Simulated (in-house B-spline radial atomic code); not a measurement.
**How G0W0 and RPA depend on the start: the manganese ion Mn¹⁸⁺**

Configuration [He] 2s2 2p3, highest spin. Computed with a B-spline radial code for spherical atoms: all electrons, scalar-relativistic (spin-free one-electron X2C), finite nucleus, each spin shell either full or empty, empty states to l = 9 with an (l + 1/2)⁻⁴ tail; G0W0 by contour deformation at full frequency.

```csv
start,mean-field 2p up (eV),G0W0 (eV),QP weight,RPA correlation (Eh)
Hartree-Fock,-1441.84,?,?,?
PBE,-1391.35,-1439.30,0.984,-0.44999
BHandHLYP,-1417.21,-1439.92,0.991,-0.42013
wB97X,-1403.40,?,?,?
PBE0,-1404.23,-1439.67,0.988,-0.43327
```

Question: What G0W0 level, weight and RPA correlation energy follow from the Hartree-Fock start?

Answer: G0W0 level -1440.32 eV, weight 0.993, RPA correlation -0.39943 hartree.

Question: What G0W0 level, weight and RPA correlation energy follow from the wB97X start?

Answer: G0W0 level -1439.52 eV, weight 0.988, RPA correlation -0.43182 hartree.

Question: How much of the dependence on the start does G0W0 remove?

Answer: The mean-field levels span 50.5 eV and the G0W0 levels 1.02 eV. Against 1430.9 ± 2.2 eV (NIST, semi-empirical) the G0W0 removal energies are off by +8.40 to +9.42 eV, with spin-orbit coupling, Breit and QED terms left out.
